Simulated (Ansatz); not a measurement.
`[SiH3][O][In]([Cl])[Cl]` → Cl• + `[SiH3][O][In][Cl]`•  (homolysis of the Cl–In bond)

Calculated with Ansatz (gas phase, PBE0-D4/def2-TZVP geometries, no zero-point term in ΔE). CBS: MP2 limit from def2 TZ/QZ plus the TZ coupled-cluster correction, frozen cores. This one scheme is used for every species, atoms too. DFT in def2-TZVPP. B3LYP here is the variant with VWN-RPA as its local correlation; programs differ in this. HSE06 is defined as in plane-wave codes. No spin–orbit coupling; open shells (•) take unrestricted orbitals. Spin–orbit coupling would lower the free atoms: a little for Cl. Elements past krypton have def2 core potentials. For In outer-core shells are correlated without core-valence functions, so the limit isn't a true one: a few kJ/mol of doubt a bond, and 10 to 20 or more in all where bonds break to atoms. Each species was taken in one conformer, which may not be the lowest.

| level | ΔE (kcal/mol) |
| --- | --- |
| r2SCANh-D4 | 84.8 |
| HSE06-D4 | 85.5 |
| BLYP | 75.4 |
| r2SCAN | 84.6 |
| B3LYP | 78.8 |
| MP2/def2-TZVPP | 90.4 |
| CCSD/def2-TZVPP | 83.3 |
| HF/CBS(def2) | 64.5 |

(1) What does CCSD(T)/CBS give? (Estimate.)

Largest T1 diagnostic among the species: 0.019.

## Answers

(1) The calculation gave: +90.0 kcal/mol. The listed levels differ from it by -5.2, -4.5, -14.6, -5.4, -11.2, 0.4, -6.7, -25.5 kcal/mol.

Leaving LDA and LC-ωPBE aside and taking each functional with its dispersion term where it has one, the values, not all of them listed here, spread over 11.3 kcal/mol, from BLYP-D4 to ωB97X-V. LDA lies +13.6 kcal/mol from PBE without D4, its usual overbinding. From PBE to PBE0 (25 % exact exchange), in def2-TZVPP and without D4, ΔE moves by +1.5 kcal/mol.

CCSD(T)/CBS has its own doubt, a few kJ/mol and more with outer-core shells, so smaller differences from it don't rank the levels.
